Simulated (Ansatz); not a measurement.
Ansatz (a first-principles code) job for W(OH)3 (H3O3W), SMILES [OH][W]([OH])[OH] (connectivity only; charge and spin as stated), neutral, multiplicity 4, B3LYP-D3(BJ)/def2-SVP. 

Ansatz 0.2 input:
```yaml
crystal:
  periodic: [false, false, false]
  atoms:
    - {symbol: W, position_ang: [0.00694424, -0.00166557, -0.00000000]}
    - {symbol: O, position_ang: [0.07854827, -0.94117214, 1.66515109]}
    - {symbol: H, position_ang: [-0.65274366, -1.29553052, 2.19241289]}
    - {symbol: O, position_ang: [0.07854827, -0.94117241, -1.66515092]}
    - {symbol: H, position_ang: [-0.65274366, -1.29553088, -2.19241267]}
    - {symbol: O, position_ang: [-0.13472961, 1.90605041, -0.00000016]}
    - {symbol: H, position_ang: [0.61267798, 2.52466680, -0.00000021]}
basis:
  gaussian:
    orbitals: def2-SVP
hamiltonian:
  xc: b3lyp
  dispersion: d3bj
magnetization: {spin_polarized: true, initial_magnetization: 3}
relax: {f_tol: 0.002, max_steps: 200}
```

Program output:

```
WARN ansatz: RAYON_NUM_THREADS=1 ignored (pool sized by the plan → 1); use --threads N
Functional definition: B3LYP
integrals: 0.04 GiB planned
933 factors; integrals over basis functions are off by at most 2.0e-4 eV
mean field: 0.49 GiB planned
mean field evaluation 1: about -8000.1388 eV, gradient 6.0e1 eV
mean field evaluation 2: about -7918.0911 eV, gradient 1.5e2 eV
mean field evaluation 4: about -8012.6694 eV, gradient 5.4e0 eV
mean field evaluation 8: about -8012.8643 eV, gradient 2.9e-1 eV
mean field evaluation 16: about -8012.8648 eV, gradient 2.0e-4 eV
mean field -8012.86477309 eV, -294.4673490962 hartree, gradient 2.0e-5 eV, S^2 3.755120; 0 other end points of the search recorded, 0 dependent functions left out
the calculation of the forces begins
reference -8012.86505345 eV, -294.4673593991 hartree; 22, 19 occupied and 67, 70 virtual orbitals, 933 factors
relax step   1: F+E_penalty+E_count = -8013.07094114 eV  Δ(F+E_penalty+E_count) = +0.000e0 eV  max|allowed force component| = 2.622e-1 eV/Å  Δτ_max = 0.0000 Å  (34 SCF iters, accepted)
these checks for a lower state are left out or cut short: starts, cluster_reference, orbital_swaps, neighbouring_geometries, increment
integrals: 0.04 GiB planned
933 factors; integrals over basis functions are off by at most 2.0e-4 eV
mean field: 0.49 GiB planned
mean field -8012.87725598 eV, -294.4678078342 hartree, gradient 2.1e-5 eV, S^2 3.755298; 0 other end points of the search recorded, 0 dependent functions left out
the calculation of the forces begins
reference -8012.87753716 eV, -294.4678181673 hartree; 22, 19 occupied and 67, 70 virtual orbitals, 933 factors
relax step   2: F+E_penalty+E_count = -8013.08358166 eV  Δ(F+E_penalty+E_count) = -1.264e-2 eV  max|allowed force component| = 3.164e-1 eV/Å  Δτ_max = 0.0911 Å  (34 SCF iters, accepted)
these checks for a lower state are left out or cut short: starts, cluster_reference, orbital_swaps, neighbouring_geometries, increment
integrals: 0.04 GiB planned
933 factors; integrals over basis functions are off by at most 2.0e-4 eV
mean field: 0.49 GiB planned
mean field evaluation 32: about -8012.8863 eV, gradient 1.8e-4 eV
mean field -8012.88632689 eV, -294.4681411838 hartree, gradient 1.0e-5 eV, S^2 3.755337; 0 other end points of the search recorded, 0 dependent functions left out
the calculation of the forces begins
reference -8012.88660824 eV, -294.4681515230 hartree; 22, 19 occupied and 67, 70 virtual orbitals, 933 factors
relax step   3: F+E_penalty+E_count = -8013.09291870 eV  Δ(F+E_penalty+E_count) = -9.337e-3 eV  max|allowed force component| = 2.029e-1 eV/Å  Δτ_max = 0.0597 Å  (34 SCF iters, accepted)
these checks for a lower state are left out or cut short: starts, cluster_reference, orbital_swaps, neighbouring_geometries, increment
integrals: 0.04 GiB planned
933 factors; integrals over basis functions are off by at most 2.0e-4 eV
mean field: 0.49 GiB planned
mean field -8012.88988735 eV, -294.4682720281 hartree, gradient 2.6e-5 eV, S^2 3.755383; 0 other end points of the search recorded, 0 dependent functions left out
the calculation of the forces begins
reference -8012.89016897 eV, -294.4682823775 hartree; 22, 19 occupied and 67, 70 virtual orbitals, 933 factors
relax step   4: F+E_penalty+E_count = -8013.09682483 eV  Δ(F+E_penalty+E_count) = -3.906e-3 eV  max|allowed force component| = 1.422e-1 eV/Å  Δτ_max = 0.0318 Å  (35 SCF iters, accepted)
these checks for a lower state are left out or cut short: starts, cluster_reference, orbital_swaps, neighbouring_geometries, increment
integrals: 0.04 GiB planned
933 factors; integrals over basis functions are off by at most 2.0e-4 eV
mean field: 0.49 GiB planned
mean field -8012.89066542 eV, -294.4683006218 hartree, gradient 2.1e-5 eV, S^2 3.755414; 0 other end points of the search recorded, 0 dependent functions left out
the calculation of the forces begins
reference -8012.89094709 eV, -294.4683109731 hartree; 22, 19 occupied and 67, 70 virtual orbitals, 933 factors
relax step   5: F+E_penalty+E_count = -8013.09763818 eV  Δ(F+E_penalty+E_count) = -8.134e-4 eV  max|allowed force component| = 3.514e-2 eV/Å  Δτ_max = 0.0069 Å  (37 SCF iters, accepted)
these checks for a lower state are left out or cut short: starts, cluster_reference, orbital_swaps, neighbouring_geometries, increment
integrals: 0.04 GiB planned
933 factors; integrals over basis functions are off by at most 2.0e-4 eV
mean field: 0.49 GiB planned
mean field -8012.89064908 eV, -294.4683000212 hartree, gradient 2.1e-5 eV, S^2 3.755393; 0 other end points of the search recorded, 0 dependent functions left out
the calculation of the forces begins
reference -8012.89093074 eV, -294.4683103720 hartree; 22, 19 occupied and 67, 70 virtual orbitals, 933 factors
relax step   6: F+E_penalty+E_count = -8013.09769700 eV  Δ(F+E_penalty+E_count) = -5.882e-5 eV  max|allowed force component| = 1.039e-2 eV/Å  Δτ_max = 0.0017 Å  (37 SCF iters, accepted)
these checks for a lower state are left out or cut short: starts, cluster_reference, orbital_swaps, neighbouring_geometries, increment
integrals: 0.04 GiB planned
933 factors; integrals over basis functions are off by at most 2.0e-4 eV
mean field: 0.49 GiB planned
mean field evaluation 64: about -8012.8907 eV, gradient 5.9e-5 eV
mean field -8012.89067484 eV, -294.4683009681 hartree, gradient 5.9e-5 eV, S^2 3.755398; 0 other end points of the search recorded, 0 dependent functions left out
the calculation of the forces begins
reference -8012.89095651 eV, -294.4683113190 hartree; 22, 19 occupied and 67, 70 virtual orbitals, 933 factors
relax step   7: F+E_penalty+E_count = -8013.09770286 eV  Δ(F+E_penalty+E_count) = -5.860e-6 eV  max|allowed force component| = 3.246e-4 eV/Å  Δτ_max = 0.0005 Å  (27 SCF iters, accepted)
integrals: 0.04 GiB planned
933 factors; integrals over basis functions are off by at most 2.0e-4 eV
mean field: 0.49 GiB planned
mean field -8012.89067484 eV, -294.4683009681 hartree, gradient 5.9e-5 eV, S^2 3.755398; 1 other end points of the search recorded, 0 dependent functions left out
the calculation of the forces begins
reference -8012.89095651 eV, -294.4683113190 hartree; 22, 19 occupied and 67, 70 virtual orbitals, 933 factors
Total energy: -8013.09798452 eV, -294.4759194583 hartree
Atom 0 at     0.006327    -0.012892    -0.000000 Å, force    -0.000142     0.000236     0.000000 eV/Å
Atom 1 at     0.116660    -0.961871     1.666115 Å, force    -0.000071    -0.000040     0.000325 eV/Å
Atom 2 at    -0.672076    -1.243112     2.155112 Å, force     0.000111     0.000045    -0.000116 eV/Å
Atom 3 at     0.116660    -0.961871    -1.666115 Å, force    -0.000071    -0.000040    -0.000325 eV/Å
Atom 4 at    -0.672076    -1.243112    -2.155112 Å, force     0.000111     0.000045     0.000116 eV/Å
Atom 5 at    -0.169077     1.900272    -0.000000 Å, force     0.000011    -0.000322    -0.000000 eV/Å
Atom 6 at     0.610082     2.478232    -0.000000 Å, force     0.000051     0.000076     0.000000 eV/Å
Dipole moment:    -0.253654     0.002097    -0.000000 e Å
```

Self-consistency was reached.

Cost: very roughly 16 core-seconds.
